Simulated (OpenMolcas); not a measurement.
F³⁺: Slater's ratio, the spin-orbit constant, worked from levels

```yaml
Program: OpenMolcas
Basis: ANO-R2 [4s4p2d1f]
Scalar_Hamiltonian: X2C, finite nucleus
Active_space: 2 electrons in 3 orbitals (2p)
State_averaging: 2S+1 = 3 even, 3 roots; 2S+1 = 1 even, 6 roots
Spin-orbit_coupling: state interaction with AMFI integrals over the reference wave functions, term energies averaged over their components
```

Methods: CASSCF; SS-CASPT2, IPEA 0.25 Eh, imaginary shift 0.1 Eh (closed shells correlated: 1s 2s). Measured levels: Moore, Atomic Energy Levels, vol. I, NSRDS-NBS 35 (1971 reprint of NBS Circular 467, 1949).

**Slater's ratio.** With one set of orbitals, p2 has 1D - 3P = 6 F2 and 1S - 1D = 9 F2 (F2 = F²/25), a ratio of 3/2. Term energies are centres of gravity, weighted by 2J + 1.

```
   Source  1D - 3P  1S - 3P  F2 from the first  Ratio
   CASSCF    27398    68028               4566  1.483
SS-CASPT2    25364    57502               4227  1.267
 measured    24825    53128               4138  1.140
```

Energies in cm-1. A ratio away from 3/2 shows effects beyond one configuration with one set of orbitals, and in heavier atoms second-order spin-orbit shifts.

**The spin-orbit constant.** For the Hund term 3P of p2, E(J) = (A/2) J(J+1) + constant and ζ = 2S·A = 2A. From J = 0 to J = 2 the energy changes by 3 A.

| Source | E(2) - E(0) | A | ζ |
| --- | --- | --- | --- |
| CASSCF | 647.1 | 215.7 | 431 |
| SS-CASPT2 | 647.8 | 215.9 | 432 |
| measured | 613.4 | 204.5 | 409 |

All in cm-1. SS-CASPT2 is off by +5.6 % and CASSCF by +5.5 %. Both methods take the spin-orbit matrix elements from the reference wave functions, so the second can move ζ only through the term energies and any multistate remixing. Second-order mixing with other terms is absorbed into this ζ.

CASPT2 does not keep the components of a term degenerate, so their means are used; among the terms shown or strongly mixed into the levels shown the widest spread is 83 cm-1 (2s2 2p2 1D, SS-CASPT2). With the s shell closed, the reference lacks s² → p² mixing. Measured partners are found by configuration, term and J. A level has none where our copy of the source lacks it or the pairing is in doubt (some pairs that miss far off the trend of their configuration count as doubtful), and it then counts in no deviation. Levels of configurations outside the active space are missing.
